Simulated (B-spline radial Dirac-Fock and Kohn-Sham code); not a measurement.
**The M1 (3s) level from Nb to In**

Calculated with a radial atomic solver, using Dirac-Fock (average of configuration) total-energy differences with a finite nucleus, the Breit interaction including its frequency dependence, and self-energy and vacuum-polarisation corrections. Free neutral atoms, energies in eV. The model has no electron correlation. Relaxation, Breit and QED are contributions to the binding energy. "Screened" places the removed electron in the lowest shell with room, a model of an edge from the Fermi level; tabulated edges (Elam, Ravel and Sieber 2002) are for the standard state, and for monatomic gases they compare with the unscreened value. A dash: no value, or a hole state left out as unreliable.

```tsv
Z	element	binding	relaxation	Breit	QED	screened	tabulated edge
41	Nb	476.7	-12.6	-0.33	-0.35	470.2	466.6
42	Mo	515.5	-13.1	-0.37	-0.39	508.0	506.3
43	Tc	560.0	-12.9	-0.41	-0.42	548.2	544
44	Ru	596.7	-14.1	-0.46	-0.47	587.3	586.1
45	Rh	639.2	-14.7	-0.51	-0.52	628.8	628.1
46	Pd	678.1	-15.8	-0.57	-0.57	671.9	671.6
47	Ag	728.2	-15.7	-0.62	-0.62	721.1	719
48	Cd	780.9	-15.7	-0.68	-0.67	775.7	772
49	In	837.2	-15.9	-0.74	-0.73	830.9	827.2
```

Task: With what power of Z do the binding energy and the Breit term grow over this range?

Result: Between the end points the binding energy grows as Z^3.16 and the Breit term as Z^4.51.
